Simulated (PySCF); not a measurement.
(silylamino)silyloxymethane (CH9NOSi2), SMILES CO[SiH2]N[SiH3].

The structure is a stationary point at ωB97X-D3(BJ)/def2-SVP. One conformer was computed; it need not be the lowest.

Level of theory: PySCF with ωB97X-D3(BJ)/def2-SVP.

Frequencies are harmonic and unscaled.

| mode | ν (cm⁻¹) | IR (km/mol) | Raman (Å⁴/amu) | depolarisation | moving atoms (share of kinetic energy) |
|---|---|---|---|---|---|
| 1 | 20 | 0.4 | 0.3 | 0.75 | Si 36 %, H 29 %, C 22 %, N 9 % |
| 2 | 75 | 4.3 | 0.2 | 0.75 | H 41 %, O 36 %, C 12 % |
| 3 | 87 | 1.0 | 0.5 | 0.68 | H 85 %, O 10 % |
| 4 | 111 | 0.9 | 0.1 | 0.72 | H 83 %, O 12 % |
| 5 | 178 | 6.7 | 0.8 | 0.63 | H 31 %, N 19 %, C 17 %, O 17 %, Si 15 % |
| 6 | 195 | 0.1 | 0.6 | 0.39 | Si 38 %, H 33 %, N 15 % |
| 7 | 332 | 4.2 | 1.8 | 0.66 | H 26 %, N 24 %, O 18 %, Si 18 %, C 15 % |
| 8 | 393 | 69.0 | 3.7 | 0.75 | H 75 %, N 21 % |
| 9 | 610 | 17.1 | 6.5 | 0.39 | H 58 %, Si 34 % |
| 10 | 632 | 3.7 | 15.1 | 0.39 | H 64 %, Si 27 % |
| 11 | 732 | 72.2 | 9.4 | 0.69 | H 81 %, N 10 %, Si 9 % |
| 12 | 779 | 42.1 | 10.7 | 0.73 | H 77 %, O 10 %, Si 9 % |
| 13 | 784 | 93.1 | 6.9 | 0.27 | O 33 %, Si 27 %, H 26 %, C 10 % |
| 14 | 847 | 70.7 | 8.1 | 0.64 | H 55 %, N 32 %, Si 12 % |
| 15 | 937 | 593.4 | 11.5 | 0.74 | H 79 %, Si 18 % |
| 16 | 948 | 42.9 | 20.3 | 0.75 | H 94 % |
| 17 | 960 | 111.7 | 6.5 | 0.73 | H 52 %, N 33 %, Si 14 % |
| 18 | 981 | 196.6 | 13.8 | 0.72 | H 90 % |
| 19 | 983 | 141.6 | 14.9 | 0.69 | H 93 % |
| 20 | 1022 | 73.9 | 19.9 | 0.75 | H 85 %, Si 10 % |
| 21 | 1173 | 172.5 | 3.2 | 0.46 | H 36 %, O 32 %, C 31 % |
| 22 | 1188 | 3.5 | 2.4 | 0.75 | H 76 %, C 19 % |
| 23 | 1211 | 235.5 | 1.5 | 0.67 | H 61 %, N 34 % |
| 24 | 1232 | 126.1 | 1.6 | 0.74 | H 42 %, O 32 %, C 24 % |
| 25 | 1486 | 3.1 | 15.1 | 0.75 | H 96 % |
| 26 | 1489 | 12.1 | 11.0 | 0.74 | H 90 %, C 9 % |
| 27 | 1490 | 4.6 | 16.9 | 0.73 | H 94 % |
| 28 | 2238 | 161.8 | 97.7 | 0.73 | H 96 % |
| 29 | 2243 | 181.3 | 64.3 | 0.69 | H 96 % |
| 30 | 2250 | 158.4 | 67.3 | 0.40 | H 98 % |
| 31 | 2254 | 52.5 | 226.2 | 0.02 | H 97 % |
| 32 | 2273 | 117.1 | 129.1 | 0.14 | H 97 % |
| 33 | 3019 | 67.2 | 127.2 | 0.01 | H 97 % |
| 34 | 3093 | 43.9 | 65.1 | 0.74 | H 90 %, C 10 % |
| 35 | 3148 | 29.0 | 98.6 | 0.58 | H 91 %, C 9 % |
| 36 | 3637 | 48.9 | 75.5 | 0.25 | H 93 % |
